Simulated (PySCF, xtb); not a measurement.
1,1,2,2-tetrafluoroethane (C₂H₂F₄), SMILES FC(F)C(F)F.

GFN2-xTB run with xtb 6.7.1 at its own geometry gives an orbital gap of 12.18 eV and a dipole moment of 0.00 D.

The structure is a stationary point at B3LYP-D3(BJ)/def2-SVP. The values are those of a single conformer.

Q: What does PBE/def2-TZVP (PySCF) give? (An estimate is asked for; the answer gives what the named calculation found.)

A: gap 8.47 eV (levels -8.07 and 0.40 eV), dipole 0.00 D.
